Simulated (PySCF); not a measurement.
Delta-SCF ions had no search for a lower state. Excitations are Tamm–Dancoff values on a coarser integration grid. The basis has no diffuse functions, so Rydberg states are missing or too high.

Cartesian coordinates (Å):
```xyz
6

C      2.1146     0.1618    -0.2819
N      0.9542    -0.0174    -0.0236
C     -0.2668    -0.3760     0.3238
O     -1.2843     0.3562     0.1590
H     -0.4457    -1.3496     0.7805
H     -1.1121     1.2333    -0.2543
```
Charge +1, spin multiplicity 1.

### Question
Estimate the total energy, T1 excitation (TDA), S1 excitation (TDA), HOMO–LUMO gap, brightest of the four lowest singlets (TDA), vertical ionisation energy (Delta-SCF), HOMO and S1 oscillator strength that TPSSh-D3(BJ)/def2-TZVP (PySCF) returns for this input.

### Answer

```json
{
 "total_energy": "-207.0823 Ha",
 "T1 excitation (TDA)": "2.76 eV",
 "S1 excitation (TDA)": "4.06 eV",
 "HOMO–LUMO gap": "4.32 eV",
 "brightest of the four lowest singlets (TDA)": "7.14 eV",
 "vertical ionisation energy (Delta-SCF)": "18.33 eV",
 "HOMO": "-15.05 eV",
 "S1 oscillator strength": "0.013"
}
```
